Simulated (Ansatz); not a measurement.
`[OH][AlH][BH][SeH]` + `OCO` → `OCOB[SeH]` + `[OH][AlH2]`  (cleavage of the B–Al bond)

Gas-phase electronic energies from Ansatz, PBE0-D4/def2-TZVP geometries. CBS: MP2 limit from def2 TZ/QZ plus the TZ coupled-cluster correction, frozen cores. This one scheme is used for every species. Functionals use def2-TZVPP. B3LYP here is the variant with VWN-RPA as its local correlation; programs differ in this. For Se outer-core shells are correlated without core-valence functions, which leaves a few kJ/mol of doubt a bond. Scalar relativity is left out up to krypton. One conformer a species, not always the lowest.

`[OH][AlH][BH][SeH]`:

Z-matrix (Å, degrees):
```
Al
B 1 2.112
O 1 1.707 2 111.7
H 1 1.591 2 130.7 3 -179.9
Se 2 1.899 1 117.3 3 -0.1
H 2 1.195 1 130.1 3 180.0
H 3 0.956 1 123.3 2 180.0
H 5 1.474 2 98.0 1 0.0
```

`OCO`:

Z-matrix (Å, degrees):
```
C
O 1 1.397
O 1 1.396 2 112.9
H 1 1.095 2 105.2 3 -122.5
H 1 1.095 2 112.0 3 118.6
H 2 0.962 1 107.9 3 -61.7
H 3 0.962 1 107.9 2 -61.7
```

`OCOB[SeH]`:

Cartesian coordinates in Å:
```
O -0.091 1.330 -1.777
C -0.060 0.773 -0.519
O 0.064 -0.633 -0.622
B 0.014 -1.489 0.412
Se -0.242 -1.061 2.298
H 0.750 1.158 -2.213
H 0.778 1.147 0.085
H -1.008 1.028 -0.039
H 0.142 -2.653 0.184
H -0.347 0.400 2.190
```

`[OH][AlH2]`:

Z-matrix (Å, degrees):
```
Al
O 1 1.696
H 1 1.585 2 119.7
H 1 1.577 2 116.0 3 -180.0
H 2 0.956 1 123.4 3 -0.0
```

```tsv
level	ΔE (kJ/mol)	difference from CCSD(T)/CBS
PBE-D4	-110.6	7.4
r2SCAN-D4	-121.8	-3.8
PBE0-D4	-113.6	4.4
ωB97M-V	-126.3	-8.3
B2PLYP	-125.8	-7.8
PBE0	-112.9	5.1
B3LYP	-124.7	-6.7
CCSD/def2-TZVPP	-121.2	-3.2
CCSD(T)/def2-TZVPP	-119.6	-1.6
MP2/def2-QZVPP	-125.5	-7.5
CCSD(T)/CBS	-118.0	0
```

Largest T1 diagnostic among the species: 0.014.

From PBE to PBE0 (25 % exact exchange), in def2-TZVPP and without D4, ΔE moves by −3.2 kJ/mol. In def2-TZVPP, CCSD(T) changes the Hartree–Fock value by +18.0 kJ/mol (the triples alone add +1.7 kJ/mol) and MP2 by +11.7 kJ/mol.
